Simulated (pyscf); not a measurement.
F–SiH•–SiH₂–F → F–SiH(F)–SiH₂•, a group migration (doublet surface; F–Si broken, F–Si formed). Single points on ωB97X-D3(BJ)/def2-SVP structures (PySCF, gas phase). MP2 and CC: frozen core, UHF for open shells. ΔMP2 is the change of the MP2 total energy from the triple- to the quadruple-zeta basis. Energies in kJ/mol from the reactant's lowest minimum found.

Small-basis levels: PySCF, no dispersion term, spherical d functions. AM1 to PM7: differences of heats of formation from MOPAC, which are fitted to 298 K values and so differ in kind from electronic energies by zero-point and thermal terms. Open shells are spin-unrestricted. 

```
level                             barrier  reaction energy
--------------------------------  -------  ---------------
HF/3-21G                            126.0            -63.0
SVWN5/6-31G*                         97.4            -49.7
BP86/6-31G*                         111.0            -44.9
B3LYP/3-21G                          91.1            -51.2
PBE/def2-SVP                        106.4            -39.9
B3LYP/def2-SVP                        [?]            -39.0
PM6                                  96.0            -43.7
CCSD(T)/def2-TZVPP + ΔMP2(QZVPP)      [?]            -43.5
```

Complete the blanks.


- B3LYP/def2-SVP, barrier: 121.1
- CCSD(T)/def2-TZVPP + ΔMP2(QZVPP), barrier: 151.6

Against the last row the barrier runs from -60.5 (B3LYP/3-21G) to -25.6 kJ/mol (HF/3-21G). CCSD(T)/def2-TZVPP + ΔMP2(QZVPP) has limits of its own. This is the saddle that the search found; another between the same sides may lie lower. The CCSD(T) − MP2 part came from Ansatz, without density fitting, on the same reference. A UHF reference is spin-contaminated (<S²> up to 0.85), which harms MP2 most.
